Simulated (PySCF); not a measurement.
## Ions at one geometry of [CeCl2]2+

PySCF 2.14.0, RKS PBE0, Ce def2-SVP with ECP28, Cl def2-SVP; non-relativistic Hamiltonian with scalar-relativistic core potentials where named; density fitting; no spin-orbit coupling; singlets restricted, open shells unrestricted. The geometry is relaxed for charge +2, singlet, vacuum:

```xyz
3

Ce    0.0000    0.0000   -0.2405
Cl    2.1540    0.0000    0.6460
Cl   -2.1540    0.0000    0.6460
```

Energies count from the relaxed state; an electron taken off or put on is at rest in vacuum. Charges and spins are Mulliken's.

```json
{"state": "charge +2, singlet, vacuum", "energy (eV)": "0.00", "spin squared": "0.00", "charge on Ce1 (e)": "1.58", "spin on Ce1 (e)": "0.00", "dipole about the centre of mass (D)": "2.68"}
{"state": "charge +1, doublet, vacuum", "energy (eV)": "-14.97", "spin squared": "0.75", "charge on Ce1 (e)": "1.25", "spin on Ce1 (e)": "1.04", "dipole about the centre of mass (D)": "3.96"}
```

Question: What does the state charge +3, doublet, vacuum give?

Answer: energy (eV) 23.03, spin squared 0.77, charge on Ce1 (e) 1.83, spin on Ce1 (e) 0.04, dipole about the centre of mass (D) 0.76.

With an electron taken off (doublet) the charges change, summed by element, by Ce +0.25 e, Cl +0.75 e. The vertical ionisation energy is 23.03 eV, against −ε(HOMO) = 20.67 eV of the relaxed state. The level lies 2.4 eV too high, as is usual for semilocal functionals and global hybrids, which keep a self-interaction error.

With an electron put on (doublet) the charges change, summed by element, by Ce -0.33 e, Cl -0.67 e. The vertical electron affinity is 14.97 eV, against −ε(LUMO) = 16.70 eV of the relaxed state.

Open shells may have lower solutions than those found.

A frequency check found unstable modes (1, the lowest at -36 cm⁻¹), so the relaxed geometry is a saddle point, or these are noise. No other spin state of this charge was computed.
